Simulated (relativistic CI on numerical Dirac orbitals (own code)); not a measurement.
Method of calculation: Dirac-Coulomb-Breit CI, separate exchange-only KLI orbitals for each configuration, QED by a radiative potential, unscaled Slater integrals (own radial code, finite nucleus).

The strongest absorption lines from the ground level of an ion, among the configurations computed and to levels below about 390 eV (vacuum wavelength in nm, gf): 3.2217 (0.043), 3.2241 (0.023), 3.6800 (0.089), 3.6855 (0.047), 5.0430 (0.27), 5.0637 (0.15), 33.479 (0.54), 35.993 (0.25).

Which ion is it?
A. Fe XIV
B. Fe XVI
C. Zn XX
D. Cr XIV

B. Fe XVI has 11 electrons and the ground level 3s ²S1/2; the strongest line goes to 3p ²P°3/2. The pattern of lines fixes the number of electrons, and along that sequence the line energies rise steadily with the charge (about as its square where n changes within one kind of shell, about linearly where n is kept but much faster in heavy ions where fine structure, which grows about as Z⁴, sets the gap, and irregularly where shells cross), which fixes Z. Configurations outside the model, such as inner-shell arrays, can give stronger lines. At this charge energies of transitions that change n are usually good to better than 1 %, and those within a shell (Δn = 0) to a few per cent.
